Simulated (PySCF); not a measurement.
**Which determinant of MgSe lies lowest?**

Unrestricted PBE0; PySCF, no relativity, basis sets Mg def2-SVP, Se def2-SVP. Outer shells of the fragments: Mg 3s2; Se 3d10 4s2 4p4.

Followed along the bond (rough minima from three points):

```csv
2Ms+1,unpaired,⟨S²⟩ at the start,R at minimum (Å),Te (eV)
1,none,0.00,2.28,0.00
3,"σ ↑, π ↑",2.00,2.50,0.11
1,"σ ↓, π ↑",1.00,2.49,0.17
3,σ ↑↑,2.00,2.46,1.54
```

Solutions found at the starting distance of 2.470 Å, counted from the lowest of them; the search is not exhaustive and high or unbound solutions are not listed, so other states can lie among these:

| 2Ms+1 | unpaired | term | E (eV) | ⟨S²⟩ | ⟨Lz²⟩ | μ (D) |
| --- | --- | --- | --- | --- | --- | --- |
| 3 | σ ↑, π ↑ | ³Π | 0.00 | 2.00 | 1.01 | -2.50 |
| 1 | σ ↓, π ↑ | mixed | 0.06 | 1.00 | 1.01 | -2.56 |
| 1 | none | ¹Σ⁺ | 0.08 | 0.00 | 0.00 | -7.35 |
| 3 | σ ↑↑ | ³Σ⁺ | 1.42 | 2.00 | 0.00 | -3.34 |
| 3 | π ↑↑ | ³Σ⁻ | 2.73 | 2.01 | 0.00 | 4.61 |
| 3 | π ↑↑ | mixed | 2.74 | 2.01 | 2.01 | -3.19 |
| 1 | π ↑↓ | mixed | 2.88 | 1.04 | 2.01 | -2.95 |
| 3 | π ↑↑ | mixed | 2.90 | 2.01 | 2.00 | -3.10 |
| 1 | π ↑↓ | mixed | 3.15 | 1.01 | 2.01 | 4.60 |
| 1 | none | mixed | 4.41 | 0.00 | 2.00 | 4.64 |

A term symbol is given only where ⟨S²⟩ and ⟨Lz²⟩ are close to those of a pure state; real π, δ and φ orbitals otherwise mix terms. A positive dipole means Mg(−)Se(+).

Question: Compare the gap between the two lowest followed solutions at the starting distance with the gap between their minima.

Answer: At PBE0 the second solution (triplet, unpaired electrons σ ↑, π ↑) lies -0.08 eV from the first (singlet, closed shell) at 2.470 Å and +0.11 eV at the minima; the two curves relax by different amounts, since their minima lie near 2.50 and 2.28 Å.

Counting both spins, an empty level lies below a filled one in some of these solutions, because spin and occupation are held.
